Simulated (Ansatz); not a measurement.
The same path of FH3OSi + H2O (9 atoms, charge 0, multiplicity 1) was run twice with different band settings. Lost on the way: Si1–F2, H6–O7. Made: Si1–O7, F2–H6.

Computed with Ansatz 0.2.0, RKS B3LYP-D4/def2-SVP.

Relaxed end points:

```xyz
9
Properties=species:S:1:pos:R:3
Si -0.950 -0.609 0.785
F 0.600 -1.172 0.700
H -1.752 -1.562 -0.024
H -1.363 -0.608 2.207
O -0.942 0.929 0.217
H 1.493 -0.067 -0.799
O 1.260 0.683 -1.373
H -0.295 1.068 -0.512
H 1.949 1.339 -1.201
```

```xyz
9
Properties=species:S:1:pos:R:3
Si -0.580 0.092 0.271
F 1.671 -2.068 0.189
H -1.183 -1.118 -0.332
H -0.334 -0.004 1.726
O -1.535 1.438 0.087
H 1.604 -1.239 -0.255
O 0.879 0.272 -0.570
H -1.937 1.584 -0.778
H 1.415 1.043 -0.339
```

Common settings: movable images 7; climbing image yes; optimiser quadratic models (default); start path through a guess of the saddle point; force threshold 0.03 eV/Å; iteration limit 60; end points relaxed.

| run | spring |
| --- | --- |
| 1 | 5.0 eV/Å² |
| 2 | 50.0 eV/Å² |

Question: What does each run give, and how far can it be trusted?

Answer: Run 1: converged after 19 iterations, highest image 1.332 eV above the first end. A vibrational analysis at the climbing image gives one clearly imaginary mode, 592i cm⁻¹: a first-order saddle point.
Run 2: converged after 18 iterations, highest image 1.332 eV above the first end. Another band between the same ends (7 images) ends at a top of the same energy, where a vibrational analysis finds 1 clearly imaginary mode.
The orbitals stay closed-shell, which can raise the energy where a bond breaks towards radicals; this wasn't checked here.
